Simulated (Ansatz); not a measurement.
**Worked example: BCl3 + C4H9 → BCl2 + C4H9Cl**

Species: BCl3 (boron trichloride) `ClB(Cl)Cl`, singlet; C4H9 `C[C](C)C`, doublet; BCl2 `Cl[B]Cl`, doublet; C4H9Cl (2-chloro-2-methylpropane) `CC(C)(C)Cl`, singlet. A radical takes Cl: the energy is the difference in strength between the B–Cl bond broken and the C–Cl bond made.

Shapes, held fixed at every level: PBE0-D4/def2-TZVP. Programs: Ansatz 0.2.0. The zero-point and thermal change to 298 K, harmonic and unscaled (PBE0-D4/def2-TZVP), is +5.1 kJ/mol.

At CCSD(T)/CBS estimate; 1 Eh = 2625.50 kJ/mol:

| species | energy (Eh) |
| --- | --- |
| BCl3 | -1404.247322 |
| C4H9 | -157.576432 |
| BCl2 | -944.345769 |
| C4H9Cl | -617.428435 |

Work out ΔH(298 K) of the reaction at this level.


1. Products less reactants: (-944.345769) + (-617.428435) − [(-1404.247322) + (-157.576432)] = 0.049550 Eh = +130.1 kJ/mol.
2. With the thermal change: +130.1 + (+5.1) = +135.2 kJ/mol.

Other levels give +131.4 (MP2/def2-TZVPP) to +155.2 kJ/mol (HF/def2-TZVPP). No measured value is set beside it here. Open shells run unrestricted unless RO is named. The CBS estimate extrapolates MP2 from def2-TZVPP and def2-QZVPP and adds CCSD(T) − MP2 in the triple-zeta set, cores frozen.
